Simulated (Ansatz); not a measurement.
Consider the substitution at a C–Si bond: `[SiH3]C1(Cl)C[SiH2]1` + HBr → `ClC1(Br)C[SiH2]1` + SiH₄.

Program: Ansatz. Geometries: PBE0-D4/def2-TZVP. ΔE: electronic, gas phase. CCSD(T)/CBS is the MP2 limit (def2-TZVPP, def2-QZVPP) plus CCSD(T) − MP2 in def2-TZVPP, frozen cores. This one scheme is used for every species. DFT in def2-TZVPP. B3LYP here is the variant with VWN-RPA as its local correlation; programs differ in this. For Br outer-core shells are correlated without core-valence functions, which leaves a few kJ/mol of doubt a bond. Scalar relativity is left out up to krypton.

```json
{"level": "PBE-D4", "ΔE (kcal/mol)": "15.1"}
{"level": "B3LYP-D4", "ΔE (kcal/mol)": "15.7"}
{"level": "ωB97X-V", "ΔE (kcal/mol)": "16.0"}
{"level": "PBE", "ΔE (kcal/mol)": "14.5"}
{"level": "B3LYP", "ΔE (kcal/mol)": "14.8"}
{"level": "CCSD(T)/def2-TZVPP", "ΔE (kcal/mol)": "16.3"}
{"level": "HF/def2-QZVPP", "ΔE (kcal/mol)": "16.7"}
{"level": "MP2/CBS(def2)", "ΔE (kcal/mol)": "16.0"}
```

Question: What does CCSD(T)/CBS give? (Best estimate.)

Answer: Ansatz gave: +16.5 kcal/mol. The listed levels differ from it by -1.4, -0.8, -0.5, -2.0, -1.7, -0.2, 0.2, -0.5 kcal/mol.

Largest T1 diagnostic among the species: 0.012.

The D4 term adds +0.8 kcal/mol with B3LYP and +0.6 kcal/mol with PBE0; it sums over pairs of atoms, weighted by their polarisabilities, and B3LYP, whose exchange is more repulsive, gets the larger term. From PBE to PBE0 (25 % exact exchange), in def2-TZVPP and without D4, ΔE moves by +1.4 kcal/mol.
